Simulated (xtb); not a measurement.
Zr(F)3(OH) (F3HOZr), SMILES [OH][Zr]([F])([F])[F], multiplicity 1. All values are semi-empirical tight-binding results from xtb (GFN2-xTB unless named), good for trends rather than for accurate numbers. Geometry optimised at GFN2-xTB. The spin state was assumed, not searched. The structure was generated by enumeration; whether it is a known compound was not checked. The values are those of a single conformer.

A frequency run showed that this geometry is not a minimum.

For metal compounds this method's bond lengths and energies can be far off.

The point group as xtb finds it comes out as Cs and the orbital gap is 5.40 eV.
